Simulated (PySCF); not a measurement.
A mixed set of molecules.

All values: B3LYP/def2-SVPD (PySCF) at GFN2-xTB geometries, gas phase, one conformer each. Core orbitals are frozen in the response; Δα² is half the sum of the squared differences of the principal polarisabilities.

(1) Rank by polarisability anisotropy Δα, highest first.
A. `[CH3:1][C@@H:2]([F:3])[C@@H:4]([F:5])[O:6][CH:7]([F:8])[F:9]` with C1–C2–C4–F5 44°, C2–C4–O6–C7 171°, C4–O6–C7–F8 95°
B. `[F:1][CH2:2][CH2:3][CH2:4][O:5][C:6]([F:7])([F:8])[F:9]` with F1–C2–C3–C4 68°, C2–C3–C4–O5 68°, C3–C4–O5–C6 176°
C. `[CH3:1][C@@H:2]([F:3])[O:4][C@H:5]([F:6])[CH:7]([F:8])[F:9]` with C1–C2–O4–C5 176°, C2–O4–C5–F6 -72°, O4–C5–C7–F8 -178°
D. `[CH2:1]=[C:2]1[CH2:3][O:4][CH2:5][C@@:6]1([F:7])[Cl:8]` with C1–C2–C3–O4 170°, C2–C3–O4–C5 29°, C3–O4–C5–C6 -35°, O4–C5–C6–F7 148°
E. `[CH3:1][O:2][C@@H:3]([CH2:4][F:5])[C:6]([F:7])([F:8])[F:9]` with C1–O2–C3–C4 75°, O2–C3–C4–F5 -87°

Results:

(1) D (2.79 Å³), A (2.33 Å³), C (2.11 Å³), B (1.78 Å³), E (1.45 Å³).

All values together:

```tsv
SMILES	formula	μ (D)	HOMO (eV)	LUMO (eV)	α (Å³)	Δα (Å³)	electrons	α per electron (Å³)
C[C@@H](F)[C@@H](F)OC(F)F	C4H6F4O	2.72	-9.55	0.26	8.75	2.33	74	0.118
CO[C@@H](F)CC(F)(F)F	C4H6F4O	2.89	-8.59	0.30	8.69	2.30	74	0.117
CO[C@@H](CF)C(F)(F)F	C4H6F4O	1.75	-8.01	0.34	8.61	1.45	74	0.116
C[C@@H](F)O[C@H](F)C(F)F	C4H6F4O	2.60	-9.44	0.34	8.73	2.11	74	0.118
C=C1COC[C@@]1(F)Cl	C5H6ClFO	2.00	-7.49	-1.39	11.30	2.79	70	0.161
FCCCOC(F)(F)F	C4H6F4O	2.87	-9.32	0.24	8.59	1.78	74	0.116
```

Conformers: `[CH3:1][C@@H:2]([F:3])[C@@H:4]([F:5])[O:6][CH:7]([F:8])[F:9]` with C1–C2–C4–F5 44°, C2–C4–O6–C7 171°, C4–O6–C7–F8 95°; `[CH3:1][O:2][C@@H:3]([F:4])[CH2:5][C:6]([F:7])([F:8])[F:9]` with C1–O2–C3–F4 67°, O2–C3–C5–C6 166°; `[CH3:1][O:2][C@@H:3]([CH2:4][F:5])[C:6]([F:7])([F:8])[F:9]` with C1–O2–C3–C4 75°, O2–C3–C4–F5 -87°; `[CH3:1][C@@H:2]([F:3])[O:4][C@H:5]([F:6])[CH:7]([F:8])[F:9]` with C1–C2–O4–C5 176°, C2–O4–C5–F6 -72°, O4–C5–C7–F8 -178°; `[CH2:1]=[C:2]1[CH2:3][O:4][CH2:5][C@@:6]1([F:7])[Cl:8]` with C1–C2–C3–O4 170°, C2–C3–O4–C5 29°, C3–O4–C5–C6 -35°, O4–C5–C6–F7 148°; `[F:1][CH2:2][CH2:3][CH2:4][O:5][C:6]([F:7])([F:8])[F:9]` with F1–C2–C3–C4 68°, C2–C3–C4–O5 68°, C3–C4–O5–C6 176°.
